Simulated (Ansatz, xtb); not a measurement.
C3H6BBrO: 3 structures ranked

3 gas-phase structures of C3H6BBrO, from a drawn sample of its isomers (lower ones may exist). Each was relaxed with GFN2-xTB; where two conformers were screened, the lower at r2SCAN-D4/def2-SVP is listed:

A. `C=CCB(O)Br`, a singlet
B. `C=CB(Br)OC`, a singlet
C. `C=CCOBBr`, a singlet

Task: Make a reasoned guess at their ranking by r2SCAN-D4/def2-SVP single-point energy.

Result: Calculated order at r2SCAN-D4/def2-SVP: A (0.0), B (9.2), C (21.3) kcal/mol.

Energies above the lowest of each column, in kcal/mol; the last columns are at B3LYP/def2-SVP geometries:

| structure | GFN2-xTB | HF/STO-3G | r2SCAN-D4/def2-SVP | B3LYP/def2-SVP | CCSD(T)/def2-SVP + ΔMP2/def2-TZVPP |
| --- | --- | --- | --- | --- | --- |
| A | 4.2 | 2.7 | 0.0 | 0.0 | 0.0 |
| B | 7.7 | 0.0 | 9.2 | 8.2 | 10.8 |
| C | 0.0 | 9.4 | 21.3 | 19.0 | 21.1 |

CCSD(T)/def2-SVP + ΔMP2/def2-TZVPP puts A lowest; GFN2-xTB picks C, HF/STO-3G picks B. Flexible structures stand in one conformer each, not always the lowest. ΔMP2 is the change of the MP2 energy from the smaller to the larger basis.

Programs: Ansatz 0.2.0, xtb 6.7.1.
